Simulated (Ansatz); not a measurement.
Input file for Ansatz (a quantum-chemistry and plane-wave program): R-RI-MP2/def2-QZVPP on CH4SSe (SMILES CS[SeH]), a point of a torsion scan. Files ending in .json are basis or fitting sets from the Basis Set Exchange. The run froze 20 orbitals, filled d shells among them.

Ansatz 0.2 input:
```yaml
crystal:
  periodic: [false, false, false]
  atoms:
    - {symbol: C, position_ang: [-0.90118864, -0.15077273, 0.01201692]}
    - {symbol: S, position_ang: [0.06202052, 1.35908657, -0.34188606]}
    - {symbol: Se, position_ang: [2.08922409, 0.72784939, 0.16218979]}
    - {symbol: H, position_ang: [-0.58749774, -0.95597538, -0.64463574]}
    - {symbol: H, position_ang: [-1.93541980, 0.11080672, -0.18442874]}
    - {symbol: H, position_ang: [-0.77989257, -0.42961904, 1.05378764]}
    - {symbol: H, position_ang: [2.66416823, 0.94011912, -1.15779287]}
basis:
  gaussian:
    orbitals: def2-QZVPP.json
    fitting: {mean_field: def2-universal-JKFIT, correlation: def2-QZVPP-RIFIT.json}
magnetization: {spin_polarized: false}
correlation: {method: mp2, electrons: outside_noble_gas}
scf: {lower_state_search: off}
```

Program output:

```
WARN ansatz: RAYON_NUM_THREADS=1 ignored (pool sized by the plan → 1); use --threads N
Functional definition: HF
these checks for a lower state are left out or cut short: stability, starts, cluster_reference, orbital_swaps, neighbouring_geometries, increment
integrals: 0.48 GiB planned
541 factors; integrals over basis functions are off by at most 2.2e0 eV
mean field: 0.76 GiB planned
mean field evaluation 1: about -77215.0765 eV, gradient 2.3e1 eV
mean field evaluation 2: about -77216.4031 eV, gradient 9.9e0 eV
mean field evaluation 4: about -77216.6766 eV, gradient 7.5e-1 eV
mean field -77216.68000119 eV, -2837.6606506982 hartree, gradient 9.5e-7 eV, S^2 0.000000; 0 other end points of the search recorded, 0 dependent functions left out
20 core orbitals not correlated
830 factors; their error is unknown
reference -77216.68000119 eV, -2837.6606506982 hartree; 10, 10 occupied and 306, 306 virtual orbitals, 830 factors
second order -15.04511227 eV of doubles, -0.00000000 eV of singles
Total energy: -77231.72511346 eV, -2838.2135483762 hartree
Checks for a lower state left out: stability, starts, cluster_reference, orbital_swaps, neighbouring_geometries, increment
```

The run converged.

Cost: very roughly 9 core-seconds.
